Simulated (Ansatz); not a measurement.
C$_{3}$H$_{7}$FOSi (`FC1([SiH3])COC1`), relaxed with RKS PBE-D4/def2-SVP in Ansatz 0.2.0 from a rough embedded geometry. The force threshold is 0.03 eV/Å; the program also tests the step.

The species carries charge 0 and has multiplicity 1.

Start:

```xyz
13

F     0.223    1.881   -0.007
C     0.096    0.584    0.060
Si   -0.739   -0.051   -1.534
C     1.355   -0.275    0.469
O     0.674   -0.891    1.520
C    -0.495   -0.017    1.365
H    -0.887   -1.591   -1.507
H     0.045    0.234   -2.723
H    -2.161    0.481   -1.695
H     2.147    0.410    0.845
H     1.751   -0.896   -0.283
H    -0.591    0.666    2.187
H    -1.418   -0.537    1.304
```

(1) By how much does the energy fall, and how many steps does the optimiser take? (An estimate is asked.)

(2) Which bonds change most? (Best estimate.)

(3) Give the relaxed structure. (Estimate.)

Results:

(1) Computed: 44.76 kJ/mol, in 7 steps, 1 of them rejected.

(2) Ansatz gave: F1–C2 from 1.305 to 1.397 Å; C4–H11 from 1.052 to 1.113 Å; C6–H13 from 1.061 to 1.113 Å; Si3–H8 from 1.453 to 1.502 Å.

(3) Ansatz gave: 
```xyz
13

F     0.197    1.878   -0.013
C     0.073    0.488    0.041
Si   -0.779   -0.090   -1.576
C     1.357   -0.250    0.478
O     0.664   -0.901    1.561
C    -0.483   -0.050    1.377
H    -0.920   -1.587   -1.538
H     0.065    0.314   -2.751
H    -2.135    0.550   -1.674
H     2.132    0.476    0.821
H     1.822   -0.976   -0.226
H    -0.555    0.768    2.133
H    -1.439   -0.622    1.366
```
